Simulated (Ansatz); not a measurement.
Compare A (`FC(F)(F)[O][SnH3]`) with its isomer B (`C[O][Sn]([F])([F])[F]`).

Isolated molecules relaxed with PBE0-D4/def2-TZVP in Ansatz; ΔE leaves out vibrations. CCSD(T)/CBS is the MP2 limit (def2-TZVPP, def2-QZVPP) plus CCSD(T) − MP2 in def2-TZVPP, frozen cores. DFT in def2-TZVPP. def2 core potentials past Kr. For Sn outer-core shells are correlated without core-valence functions, which leaves a few kJ/mol of doubt a bond. Each species was taken in one conformer, which may not be the lowest.

A:

Z-matrix (Å, degrees):
```
C
F 1 1.361
F 1 1.348 2 105.5
F 1 1.333 2 107.0 3 113.7
O 1 1.309 2 112.5 3 -123.6
Sn 5 2.012 1 121.9 2 37.6
H 6 1.696 5 105.4 1 -80.2
H 6 1.696 5 106.2 1 41.6
H 6 1.694 5 100.0 1 161.2
```

B:

Z-matrix (Å, degrees):
```
C
O 1 1.423
H 1 1.094 2 111.9
H 1 1.094 2 112.0 3 -123.1
H 1 1.091 2 106.5 3 118.5
Sn 2 1.916 1 120.8 3 62.5
F 6 1.881 2 109.6 1 178.4
F 6 1.890 2 112.5 1 -61.4
F 6 1.890 2 112.3 1 58.2
```

Task: Which isomer does CCSD(T)/CBS put lower? Give the gap. (Best estimate.)

Result: Ansatz gave: B, by 238.7 kJ/mol.

Task: Give E(B) − E(A) in kJ/mol with PBE0-D4, BLYP-D4, r2SCAN-D4, B2PLYP, CCSD/def2-TZVPP, ωB97M-V, LDA (SPW92). (Best estimate.)

Result: The calculation gave: PBE0-D4 -189.1, BLYP-D4 -232.2, r2SCAN-D4 -203.3, B2PLYP -224.1, CCSD/def2-TZVPP -200.6, ωB97M-V -194.5, LDA (SPW92) -139.2. None reverses the order clearly.

Task: Does the order hold for the free energy at 298.15 K (harmonic terms from PBE0-D4)? (An estimate is asked.)

Result: Ansatz gave: Yes: G(B) − G(A) = -220.8 kJ/mol, for one conformer each. Modes under 60 cm⁻¹, often nearly free rotors, make the harmonic entropy too high.

Largest T1 diagnostic: 0.015.

From BLYP to BHLYP (50 % exact exchange), in def2-TZVPP and without D4, E(B) − E(A) moves by +33.7 kJ/mol. At CCSD(T), def2-SVP lies +94.6 kJ/mol from the extrapolated value and def2-TZVPP +34.6 kJ/mol.
